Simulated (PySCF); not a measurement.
**Correlation energy of Ar⁺ (argon, charge +1)**

[Ne] 3s2 3p5, 2P determinant. Calculation: PySCF 2.14, in aug-cc-pCVTZ-DK with one added diffuse shell each of s, p, d, f type (9s8p6d4f, 91 functions); scalar relativity by spin-free X2C-1e. Frozen: [Ne]; 7 electrons correlated.

MP2 pair energies summed by pair of shells (mhartree):

```json
{"pair": "3p-3p", "energy": "-107.54", "share (%)": "62.6"}
{"pair": "3s-3p", "energy": "-54.71", "share (%)": "31.8"}
{"pair": "3s-3s", "energy": "-9.65", "share (%)": "5.6"}
```

Total MP2 correlation energy: -171.90 mhartree.

Same-spin part -39.39 and opposite-spin part -132.52 mhartree; SCS-MP2 scales them by 1/3 and 6/5 to -172.15 mhartree.
